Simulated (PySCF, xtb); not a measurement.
Cl3HSeSi, SMILES Cl[Si](Cl)(Cl)[SeH].

The structure is a stationary point at PBE0-D3(BJ)/def2-SVP. This is a generated structure with no PubChem entry under its InChIKey; it may be hypothetical. Other conformers were not sampled.

Level of theory: IEF-PCM-M06-2X/def2-SVP (PySCF).

The values are the electrostatic part of the solvation free energy, E(continuum) − E(gas) at the gas-phase geometry, in a cavity of scaled van der Waals radii (PySCF's table); cavitation and dispersion terms are not included. In vacuum the orbital gap is 8.90 eV. The dipole moment in vacuum is 1.22 D.

Computed values in water (ε = 78.36), n-hexane (ε = 1.88), N,N-dimethylformamide (ε = 37.22):
```tsv
solvent	ε	ΔG(elec) (kcal/mol)	dipole (D)	gap (eV)
water	78.36	-2.4	1.74	8.93
n-hexane	1.88	-0.8	1.39	8.91
N,N-dimethylformamide	37.22	-2.4	1.73	8.92
```

For comparison, GFN2-xTB/ALPB(water) (xtb, at the GFN2-xTB geometry, all terms of that model) gives -1.5 kcal/mol.
